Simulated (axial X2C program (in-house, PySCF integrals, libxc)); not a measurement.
Nuclear properties of AlSb

Calculated with an in-house all-electron X2C program for linear molecules (integrals from PySCF): two-component X2C with atomic mean-field Coulomb and Gaunt terms, Gaussian nuclei, basis Sb dyall-cv3z, Al dyall-v3z with contracted cores.

R = 2.704 Å (near the PBE0 minimum at charge 0 of the determinant lowest at the starting distance; the state shown can have its own minimum elsewhere).

Input and command:
```json
{"zs": [51, 13], "q": 0, "bas": ["dyall-cv3z", "dyall-v3z"], "r0": 2.66, "levels": ["PBE0", "HF", "LDA", "B3LYP", "r2SCAN"], "nst": 3}
```
```bash
python soeom.py task.json out
```

Keys: zs atomic numbers; q charge; bas basis sets; r0 starting distance in Å; levels methods; nst determinants followed.

Determinant lowest in the PBE0 search, Ω = 1 (⟨Sz⟩ = 0.85, ⟨Lz⟩ = 0.15 at PBE0), spin on the atoms Sb 0.82, Al 0.03:

```csv
level,Eeff magnitude (GV/cm),Ws magnitude Sb (kHz),A∥/gI Sb (MHz),qzz Sb (a.u.),A∥/gI Al (MHz),qzz Al (a.u.),μ (D)
PBE0,0.289,0.249,-444,-5.49,-22.5,-0.99,0.90
HF,1.08,0.675,-537,-5.13,-39,-0.95,1.21
LDA,0.0913,0.0961,53.8,-3.20,-75.8,-0.82,1.33
B3LYP,0.399,0.284,-104,-4.08,-37.1,-0.92,1.28
r2SCAN,0.43,0.152,-752,-6.56,-17.3,-1.04,0.57
```

Determinant 0.11 eV from it at PBE0 and this distance, Ω = 2 (⟨Sz⟩ = 0.95, ⟨Lz⟩ = 1.05 at PBE0), spin on the atoms Sb 0.69, Al 0.26:

```
 level  Eeff magnitude (GV/cm)  Ws magnitude Sb (kHz)  A∥/gI Sb (MHz)  qzz Sb (a.u.)  A∥/gI Al (MHz)  qzz Al (a.u.)  μ (D)
  PBE0                    1.79                   0.61             172           2.55              46          -0.49   2.16
    HF                     2.5                  0.854           -4.47           2.91          -0.297          -0.59   2.71
   LDA                    1.09                  0.396             285           2.00            78.1          -0.44   2.00
 B3LYP                    1.47                  0.515             232           2.17            54.2          -0.51   2.17
r2SCAN                    1.75                  0.607             183           2.62              66          -0.45   2.11
```

Eeff is the effective electric field on the electron electric dipole moment in this Ω state and Ws the scalar–pseudoscalar constant of the nucleus named (defined with the proton number Z and per Ω); A∥ (defined per Ω) follows by multiplying with gI = μI/(I μN); qzz is the electric field gradient, eQq0 = 234.96 MHz × Q/barn × qzz; μ is positive if the Al end (last atom) is positive. The operators were transformed with the bare-nucleus X2C matrices; with these basis sets, hyperfine constants and field gradients can be off by tens of per cent, and where levels differ in sign neither size nor sign is settled.

(1) With Q(27Al) = 0.1466 barn (Q from Pyykkö, Mol. Phys. 2018), turn the PBE0 values of the first state into constants in MHz.

Each state is one determinant with collinear spin, which with several unpaired electrons need not be a pure state. Unrestricted Hartree–Fock can overshoot spin polarisation at the nuclei. In the state Ω = 1 the sign of Eeff differs between levels (r2SCAN against PBE0). With several open shells hyperfine constants can be off by a factor of several. Where Eeff spreads by more than a factor of two the levels disagree and none is to be relied on. Open-shell Ω = 0 determinants with evenly filled partner blocks cannot be reached by this program, so the Ω shown need not be the lowest component. At LDA a later determinant lies lower. States lie within half an eV, so the first need not be the ground state. The sign of Ws at Sb differs between levels in the first state. Further determinants of the search, some of them spin-mixed, are not shown. Where a field gradient or hyperfine factor spreads by more than a factor of two over the levels, a constant derived from it is not to be relied on. PBE0 term energies can be off by some tenths of an eV.

Results:

(1) eQq0(27Al) = 234.96 × (0.1466) × (-0.99) = -34.1 MHz.
